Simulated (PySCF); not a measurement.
The vertical singlet excitations below were computed for one of the candidates. Method used: TDDFT PBE0/def2-SVPD, vertical, gas phase, core orbitals frozen in the response (PySCF 2.14.0, density-fitted response routines). Geometries: GFN2-xTB, one conformer each.

| state | E (eV) | f | main configurations (H = HOMO, L = LUMO) |
| --- | --- | --- | --- |
| S1 | 4.79 | 0.0079 | H→L (98%) |
| S2 | 5.31 | 0.013 | H→L+1 (77%), H→L+2 (19%) |
| S3 | 5.68 | 0.144 | H→L+2 (70%), H→L+1 (20%) |
| S4 | 5.94 | 0.0037 | H→L+3 (35%), H→L+4 (32%), H-2→L (18%) |
| S5 | 6.00 | 0.0006 | H-2→L (57%), H→L+3 (14%) |
| S6 | 6.20 | 0.011 | H-1→L (34%), H→L+3 (21%), H→L+4 (18%) |
| S7 | 6.25 | 0.021 | H→L+4 (32%), H→L+3 (21%), H-1→L (21%) |
| S8 | 6.29 | 0.0008 | H-1→L+1 (56%), H-1→L+2 (16%), H-2→L (14%) |

Triplets computed (Tamm–Dancoff): 3.89, 4.57, 4.89 eV.

Orbital energies (eV): HOMO-3 -9.23, HOMO-2 -8.53, HOMO-1 -8.32, HOMO -6.63, LUMO -0.68, LUMO+1 -0.30, LUMO+2 -0.07.

Problem. Which structure fits?
A. `[SiH3]C1=CC=CS1`
B. `C#C[SiH2]SC=C`
C. `C1C[SiH2][SiH2]C1`

Solution. B. Its S1, at 4.79 eV, is the lowest among the candidates; the nearest of the others has S1 at 5.54 eV. S1 is HOMO→LUMO (98%). Löwdin shares by element: HOMO sulfur 47%, carbon 41% or more, silicon 5%; LUMO carbon 45% or more, silicon 23%, sulfur 15% (atoms not listed hold the other 17%). At the same level the other candidates give, for their lowest levels:
- `[SiH3]c1cccs1`: 5.54 eV (f 0.154); 5.74 eV (f 0.096); 6.05 eV (f 0.001); 6.28 eV (f 0.000); 6.47 eV (f 0.001); T1 3.69 eV; HOMO -7.02, LUMO -0.81 eV
- `C1C[SiH2][SiH2]C1`: 6.41 eV (f 0.012); 6.61 eV (f 0.069); 7.27 eV (f 0.138); 7.38 eV (f 0.031); 7.51 eV (f 0.000); T1 5.74 eV; HOMO -7.63, LUMO 0.04 eV

The values belong to the conformer `[CH:1]#[C:2][SiH2:3][S:4][CH:5]=[CH2:6]`: C2–Si3–S4–C5 -66°, Si3–S4–C5–C6 9°.
